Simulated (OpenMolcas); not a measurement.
**Potential curves of BeB⁻: spin-free states**

Calculated with OpenMolcas 26.06: state-averaged CASSCF(6,8) over B 2s 2p, Be 2s 2p, XMS-CASPT2 (IPEA 0.25, imaginary shift 0.2 hartree), scalar X2C, ANO-RCC-VTZP, then RASSI spin–orbit state interaction with atomic mean-field integrals. C2 symmetry about the axis (a holds Σ, Δ, Γ; b holds Π, Φ, H; Σ⁺ and Σ⁻ are not told apart); roots by multiplicity and irrep: 3a 6, 5a 3, 1a 5, 3b 6, 1b 4.

XMS-CASPT2 energies in eV from the lowest point. Curves are followed by energy order within each symmetry, so they are adiabatic and may change character at avoided crossings; Σ⁺ and Σ⁻ are counted together.

```tsv
R (Å)	(1)3Σ	(1)5Σ	(1)3Π	(1)1Δ	(1)1Σ	(1)3Δ	(2)3Σ	(3)3Σ	(3)1Σ
1.496	1.017	0.953	1.991	1.623	1.997	2.197	2.265	2.622	3.724
1.583	0.494	0.516	1.506	1.080	1.436	1.730	1.802	2.134	3.079
1.739	0.055	0.258	0.828	0.619	0.941	1.397	1.486	1.762	2.171
1.826	0.000	0.288	0.648	0.549	0.845	1.399	1.499	1.737	1.956
1.913	0.028	0.402	0.561	0.557	0.833	1.481	1.592	1.791	1.972
2.035	0.156	0.653	0.547	0.669	0.908	1.676	1.803	1.944	2.036
2.191	0.399	1.057	0.636	0.895	1.081	1.978	2.131	2.187	2.138
2.435	0.825	1.727	0.874	1.289	1.377	2.364	2.499	2.573	2.299
2.782	1.324	2.573	1.229	1.800	1.716	2.663	2.720	2.945	2.513
3.304	1.820	3.469	1.641	2.352	2.105	2.881	2.911	3.161	2.755
4.000	2.151	4.181	2.072	2.773	2.461	3.051	3.067	3.189	2.933
```

The 9 lowest clean curves are shown; the next is (3)3Π, from 2.37 eV. Left out for impure symmetry, kinks or missing points, though low: (2)3Π, (1)1Π, (2)1Σ, (2)1Π. Only roots inside an energy window near the equilibrium distance were included, so the list of states is not complete; labels number the states computed. Each spin and symmetry block has orbitals of its own, averaged over its own roots, so gaps between blocks are less sure than gaps within one and near the minimum can be off by tenths of an eV, in bad cases by more. No Rydberg orbitals are active, so Rydberg states, and σ→σ* states whose orbital the CASSCF left unused, can be missing between those listed. CASPT2 splits the two components of degenerate states numerically, here by up to 199 cm⁻¹. For an anion, states above the electron-detachment threshold (often below 1 to 3 eV) are held by the basis set and are not bound levels. At stretched bonds a block can hold a wrong CASSCF solution and miss its lowest state; points past a visible jump are left out. No roots were computed in block 5b (none fell in the window or the block failed), so states of that kind are missing and can lie low or lowest. The CASPT2 reference weights are uneven, so some states carry less reliable energies. Points that failed a check (symmetry, reference weights, a jump) are left out.
